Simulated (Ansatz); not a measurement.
Cartesian coordinates (Å):
```xyz
15

B     -1.0022     1.7318     0.2206
C     -0.2019     0.4338     0.0548
C     -0.8370    -0.8803    -0.1376
C     -2.1422    -1.1123    -0.1886
C      1.1419     0.5678     0.0969
C      2.1955    -0.4754    -0.0268
H     -2.1924     1.7693     0.2097
H     -0.4056     2.7534     0.3689
H     -0.1780    -1.7339    -0.2478
H     -2.5207    -2.1150    -0.3336
H     -2.8723    -0.3215    -0.0882
H      1.5253     1.5724     0.2417
H      1.8094    -1.4816    -0.1597
H      2.8318    -0.4656     0.8619
H      2.8484    -0.2430    -0.8721
```
Charge 0, spin multiplicity 1.

Method: frozen-core CCSD(T)/cc-pVTZ // CAM-B3LYP-D3(BJ)/def2-TZVP run with Ansatz (an electronic-structure program). The restricted HF reference is unstable towards unrestricted orbitals.

```yaml
HF energy: -219.28650 Ha
MP2 correlation energy: -0.92022 Ha
```

**Question.** Estimate the CCSD correlation energy, the (T) correction, the total energy and the T1 diagnostic.

**Answer.** 
- CCSD correlation energy: -0.97433 Ha
- (T) correction: -0.04474 Ha
- CCSD(T) total energy: -220.30557 Ha
- T1 diagnostic: 0.011
